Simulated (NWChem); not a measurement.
The numbers come from NWChem runs, not from measurements. System: CClF₃, charge 1, spin multiplicity 2, at the geometry of a parent with another charge or spin, in a state set for the comparison that need not be this species' ground state. Its SCF solution wasn't tested for a lower state. Level: UBP86/def2-TZVP.

Job file:

```
start mol
memory heap 200 mb stack 900 mb global 1100 mb
charge 1
geometry units angstroms nocenter noautoz
  F      0.561756    -0.847807     1.072132
  C     -0.024411    -0.352467     0.000000
  F      0.561756    -0.847807    -1.072132
  F     -1.290792    -0.719492     0.000000
  Cl     0.097175     1.402986     0.000000
  symmetry group Cs
end
basis spherical
  * library def2-tzvp
end
dft
  xc becke88 perdew86
  odft
  mult 2
  semidirect memsize 60000000 filesize 0
  iterations 100
end
task dft energy
```

Part of the output:

```
             Northwest Computational Chemistry Package (NWChem) 7.3.0
             --------------------------------------------------------

                                NWChem Input Module
                                -------------------

 Scaling coordinates for geometry "geometry" by  1.889725989
 (inverse scale =  0.529177249)

 Turning off AUTOSYM since
 SYMMETRY directive was detected!

                             Geometry "geometry" -> ""
                             -------------------------

 Output coordinates in angstroms (scale by  1.889725989 to convert to a.u.)

  No.       Tag          Charge          X              Y              Z
 ---- ---------------- ---------- -------------- -------------- --------------
    1 F                    9.0000     0.56175600    -0.84780700     1.07213200
    2 C                    6.0000    -0.02441100    -0.35246700     0.00000000
    3 F                    9.0000     0.56175600    -0.84780700    -1.07213200
    4 F                    9.0000    -1.29079200    -0.71949200     0.00000000
    5 Cl                  17.0000     0.09717500     1.40298600     0.00000000

 Effective nuclear repulsion energy (a.u.)     251.4394348475

            Nuclear Dipole moment (a.u.)
            ----------------------------
        X                 Y               Z
 ---------------- ---------------- ----------------
    -0.0000207870     0.0000113384     0.0000000000

      Symmetry information
      --------------------

 Group name             Cs
 Group number              2
 Group order               2
 No. of unique centers     4

      Symmetry unique atoms

     1    2    4    5


 Summary of "ao basis" -> "" (spherical)
 ------------------------------------------------------------------------------
       Tag                 Description            Shells   Functions and Types
 ---------------- ------------------------------  ------  ---------------------
 *                         def2-tzvp                  on all atoms

  perdew86 is a nonlocal functional; adding perdew81 local functional.

                                 NWChem DFT Module
[...]
    beta     61     62     63     64     65     67     68     66     69     70
 overlap   0.957  0.879  0.788  0.880  0.767  0.999  0.915  0.925  0.984  0.981

   alpha     71     72     73     74     75     76     77     78     79     80
    beta     71     73     72     74     75     76     77     78     81     79
 overlap   0.990  0.994  0.988  0.993  0.995  0.960  0.909  0.908  0.952  0.993

   alpha     81     82     83     84     85     86     87     88     89     90
    beta     80     82     83     84     85     86     87     89     88     90
 overlap   0.986  0.985  1.000  0.999  0.999  0.998  0.999  0.999  0.979  0.980

   alpha     91     92     93     94     95     96     97     98     99    100
    beta     91     92     93     94     95     96     97     98     99    100
 overlap   0.999  1.000  1.000  0.999  0.999  1.000  0.989  0.999  0.989  0.999

   alpha    101    102    103    104    105    106    107    108    109    110
    beta    101    102    103    104    105    106    107    108    109    110
 overlap   1.000  1.000  0.999  0.999  1.000  0.999  0.998  1.000  1.000  0.999

   alpha    111    112    113    114    115    116    117    118    119    120
    beta    111    112    113    114    115    116    117    118    119    120
 overlap   0.999  1.000  1.000  1.000  1.000  1.000  1.000  0.999  0.999  1.000

   alpha    121    122    123    124    125    126    127    128    129    130
    beta    121    123    122    124    125    126    127    128    129    130
 overlap   0.992  0.995  0.992  0.998  1.000  0.997  0.999  0.999  1.000  0.999

   alpha    131    132    133    134    135    136    137    138    139    140
    beta    131    132    133    134    135    136    137    138    139    140
 overlap   1.000  0.999  1.000  0.999  0.999  1.000  1.000  1.000  1.000  1.000

   alpha    141    142    143    144    145    146    147    148    149    150
    beta    141    142    143    144    145    146    147    148    149    150
 overlap   0.999  0.998  1.000  0.997  1.000  1.000  0.998  0.998  1.000  1.000

   alpha    151    152    153    154    155    156    157    158    159    160
    beta    151    152    153    154    155    156    157    158    159    160
 overlap   1.000  1.000  1.000  1.000  1.000  1.000  1.000  1.000  1.000  1.000

   alpha    161
    beta    161
 overlap   1.000

     --------------------------
     Expectation value of S2:
     --------------------------
      <S2> =      0.7523 (Exact =     0.7500)

 center of mass
 --------------
 x =  -0.00132484 y =  -0.01912095 z =   0.00000000

 moments of inertia (a.u.)
 ------------------
         539.709014044762         -15.775904352139           0.000000000000
         -15.775904352139         313.032680948166           0.000000000000
           0.000000000000           0.000000000000         540.801594756940

     Multipole analysis of the density
     ---------------------------------

     L   x y z        total         alpha         beta         nuclear
     -   - - -        -----         -----         ----         -------
     0   0 0 0      1.000000    -25.000000    -24.000000     50.000000

     1   1 0 0      0.165493     -0.055707      0.221221     -0.000021
     1   0 1 0      1.232250     -0.222413      1.454652      0.000011
     1   0 0 1     -0.000000     -0.000000     -0.000000      0.000000

     2   2 0 0    -21.818572    -48.574262    -47.664070     74.419760
     2   1 1 0      0.228019     -3.773072     -3.694770      7.695861
     2   1 0 1      0.000000      0.000000     -0.000000      0.000000
     2   0 2 0    -15.579656   -103.628325    -96.949183    184.997853
     2   0 1 1      0.000000      0.000000      0.000000      0.000000
     2   0 0 2    -20.619869    -48.528480    -45.978161     73.886772

 Task  times  cpu:       27.9s     wall:       27.9s

 Total times  cpu:       27.9s     wall:       27.9s
```
